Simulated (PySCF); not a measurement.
Ligands exchanged one at a time, Ga Br-SiH3. Isolated molecules, 0 K electronic values unless said otherwise. Strings in code marks are SMILES.

The LUMO from two functionals at the same geometries (B3LYP-D3(BJ)/def2-TZVP), both in PySCF: PBE-D3(BJ)/def2-TZVP and B3LYP-D3(BJ)/def2-TZVP. B3LYP has the VWN-RPA correlation part, as in Gaussian. 

```
species                                                  PBE-D3(BJ)/def2-TZVP (eV)  B3LYP-D3(BJ)/def2-TZVP (eV)
-------------------------------------------------------  -------------------------  ---------------------------
0 of 3 Br replaced by SiH3 (`[Br][Ga]([Br])[Br]`)                            -3.24                        -2.68
1 of 3 Br replaced by SiH3 (`[SiH3][Ga]([Br])[Br]`)                          -2.90                        -2.38
2 of 3 Br replaced by SiH3 (`[SiH3][Ga]([SiH3])[Br]`)                        -3.16                        -2.64
3 of 3 Br replaced by SiH3 (`[SiH3][Ga]([SiH3])[SiH3]`)                      -3.36                        -2.82
```

Over these rows, drawn at random from the members with no instability flagged (it was tested for open shells, ions and some series alone), PBE minus B3LYP-D3(BJ): mean -0.53 eV, from -0.56 eV to -0.51 eV.
